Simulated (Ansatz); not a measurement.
`[SiH3]CC1C[SiH2]1` + `C=[CH][AlH][CH3]` → `C=[CH][Al]([CH3])[SiH3]` + `CC1C[SiH2]1`  (formal exchange of groups at the Si–C bond)

Program: Ansatz. Geometries: PBE0-D4/def2-TZVP. ΔE: electronic, gas phase. CCSD(T)/CBS adds triple-zeta CCSD(T) − MP2 to the extrapolated MP2 energy (def2 sets, frozen cores). Functionals use def2-TZVPP. B3LYP here is the variant with VWN-RPA as its local correlation; programs differ in this. Each species was taken in one conformer, which may not be the lowest.

`[SiH3]CC1C[SiH2]1`:

Cartesian coordinates in Å:
```
Si -0.815 0.892 1.904
C -0.932 0.535 0.059
C 0.424 0.262 -0.558
C 1.081 -1.106 -0.280
Si 0.661 -0.809 -2.056
H 0.081 2.058 2.132
H -2.155 1.205 2.476
H -0.255 -0.276 2.637
H -1.601 -0.321 -0.088
H -1.417 1.384 -0.432
H 1.119 1.096 -0.470
H 0.473 -1.811 0.280
H 2.116 -1.099 0.044
H 1.740 -0.516 -3.025
H -0.519 -1.494 -2.624
```

`C=[CH][AlH][CH3]`:

Cartesian coordinates in Å:
```
C 0.381 1.848 -0.390
C -0.763 1.189 -0.596
Al -0.930 -0.690 -0.122
C 0.614 -1.597 0.659
H 1.253 1.362 0.046
H 0.515 2.899 -0.641
H -1.579 1.763 -1.037
H -2.305 -1.451 -0.376
H 0.940 -1.104 1.581
H 0.406 -2.642 0.899
H 1.470 -1.578 -0.023
```

`C=[CH][Al]([CH3])[SiH3]`:

```xyz
14

C    -1.754   -1.260   -1.246
C    -1.702   -0.223   -0.404
Al   -0.001    0.389    0.314
C     0.080    1.904    1.544
Si    1.998   -0.853   -0.423
H    -2.684   -1.635   -1.670
H    -0.857   -1.794   -1.556
H    -2.654    0.246   -0.153
H    -0.334    2.804    1.074
H     1.092    2.139    1.879
H    -0.532    1.713    2.432
H     3.260   -0.320    0.168
H     2.165   -0.811   -1.907
H     1.925   -2.298   -0.052
```

`CC1C[SiH2]1`:

```xyz
12

C     1.039    1.040    0.485
C     0.230   -0.232    0.484
C     0.022   -0.949   -0.865
Si   -1.530   -0.301   -0.095
H     0.723    1.714   -0.316
H     2.104    0.831    0.333
H     0.933    1.581    1.428
H     0.478   -0.911    1.297
H     0.420   -0.434   -1.735
H     0.208   -2.018   -0.889
H    -2.143    0.921   -0.659
H    -2.485   -1.242    0.529
```

| level | ΔE (eV) |
| --- | --- |
| B3LYP | -0.22 |
| MP2/def2-TZVPP | -0.10 |
| SCS-MP2/def2-TZVPP | -0.10 |
| CCSD(T)/def2-TZVPP | -0.18 |

What does CCSD(T)/CBS give? (Estimate.)

The calculation gave: -0.17 eV. The listed levels differ from it by -0.05, 0.07, 0.07, -0.01 eV.

Largest T1 diagnostic among the species: 0.012.

The D4 term adds +0.05 eV with B3LYP and +0.03 eV with PBE0; it sums over pairs of atoms, weighted by their polarisabilities, and B3LYP, whose exchange is more repulsive, gets the larger term. From PBE to PBE0 (25 % exact exchange), in def2-TZVPP and without D4, ΔE moves by +0.03 eV.
